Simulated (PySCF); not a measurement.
**SrBi: energy against distance**

Set-up: PySCF, scalar-relativistic core potentials, basis sets Sr def2-SVPD with ECP28, Bi def2-SVPD with ECP60. Energies in eV from Sr + Bi in their ground configurations at the same level. State: ⁴Σ⁻ (quartet), unpaired electrons σ ↑, π ↑↑.

| R (Å) | UHF |
| --- | --- |
| 2.880 | 0.4223 |
| 3.014 | 0.0538 |
| 3.148 | -0.1628 |
| 3.248 | -0.2533 |
| 3.349 | -0.2988 |
| 3.450 | -0.3109 |
| 3.583 | -0.2918 |
| 3.751 | -0.2380 |
| 3.952 | -0.1670 |
| 4.220 | -0.0960 |

Task: Put a parabola through the three lowest points of the UHF curve and estimate Re, k and ωe (reduced mass 61.88 u; 1 eV/Å² = 0.16022 mdyn/Å; ωe = 1302.8·√(k/μ) cm⁻¹).

Result: Through R = 3.349, 3.45, 3.583 Å the second-order coefficient is 1.13 eV/Å², so Re ≈ 3.453 Å, k ≈ 0.361 mdyn/Å and ωe ≈ 99 cm⁻¹. A polynomial fit of higher order to the unrounded UHF energies gives Re = 3.444 Å, k = 0.378 mdyn/Å, ωe = 102 cm⁻¹; anharmonicity and rounding make the difference.

The higher-order fit for each curve: UHF: Re = 3.444 Å, ωe = 102 cm⁻¹, De = 0.311 eV.

⟨S²⟩ of the unrestricted solution departs from its pure value on part of the curve, where spin states mix. These are scalar-relativistic numbers at best; spin–orbit coupling would shift them, the dissociation energy most. Hartree–Fock leaves out correlation, which carries a large part of most bond energies and some tenths to 1 eV of ionisation energies. The state is the lowest determinant that a PBE0 search found; another state may lie lower at other levels.
